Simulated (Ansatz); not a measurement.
H2ClGa (SMILES [Cl][GaH2]), singlet, geometry from GFN2-xTB (such geometries of metal compounds can be far from the true shape).

Ansatz (a quantum-chemistry and plane-wave program) was given this input:
Ansatz 0.2 input:
```yaml
crystal:
  periodic: [false, false, false]
  atoms:
    - {symbol: Ga, position_ang: [-0.00324307, -0.20441225, -0.63906353]}
    - {symbol: H, position_ang: [-1.33920803, -0.32082702, -1.44432316]}
    - {symbol: H, position_ang: [1.32490243, -0.58086151, -1.37466759]}
    - {symbol: Cl, position_ang: [0.00675534, 0.42579226, 1.33117412]}
basis:
  gaussian:
    orbitals: cc-pV_D+d_Z.json
hamiltonian:
  xc: r2scan
```
The basis file holds cc-pV(D+d)Z in the JSON format of the Basis Set Exchange.

Problem. What is the computed total energy (R2SCAN/cc-pV(D+d)Z run with Ansatz)?

Solution. -2386.2128 Eh

Problem. Predict the number of basis functions from R2SCAN/cc-pV(D+d)Z.

Solution. 60
